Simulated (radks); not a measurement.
Neutral thallium inside a hard spherical wall (all orbitals vanish at R), configuration held at [Hg] 6p1 and not refilled when levels cross. Method: scalar-relativistic Kohn-Sham, PBEsol, spin-polarised, spherical densities, finite nucleus; open shells are filled with parallel spins first (spin-orbit coupling, left out, can overturn this in heavy ions); Fermi nuclear charge, rms radius 5.4759 fm; computed with a radial shooting solver on a logarithmic mesh with Libxc functionals. Eigenvalues in eV for spin up, with the zero of energy where the potential of the charges vanishes at infinity; a dash marks a level that is unbound or too diffuse for the functional's potential to be trusted. A positive occupied level is held by the wall or, in an anion where self-interaction has pushed it up, behind a barrier. The pressure on the wall is -dE/dV.

R (bohr)  E (hartree)  kinetic (hartree)    e(5p)    e(5d)   e(6s)   e(6p)  e(7s, empty)  e(6d, empty)  pressure (GPa)
free      -20235.2295          22774.699  -76.045  -15.474  -9.784  -2.630             -             -               0
20        -20235.2295          22774.699  -76.045  -15.474  -9.784  -2.630        -0.469         0.553        < 0.0001
12        -20235.2293          22774.701  -76.016  -15.444  -9.759  -2.605        -0.014         1.417         0.00321
10        -20235.2283          22774.708  -75.936  -15.366  -9.696  -2.531         0.639         2.132          0.0245
8         -20235.2227          22774.738  -75.677  -15.114  -9.496  -2.240         2.428         3.633           0.217
6         -20235.1854          22774.930  -74.769  -14.245  -8.763  -0.950         8.419         7.683            2.94
4         -20234.7538          22776.980  -70.101   -9.933  -3.796   7.167        36.745        24.584            97.4
1.5       -20169.7822          23004.541   58.142   141.04  310.21  378.68        797.83        467.24          200000
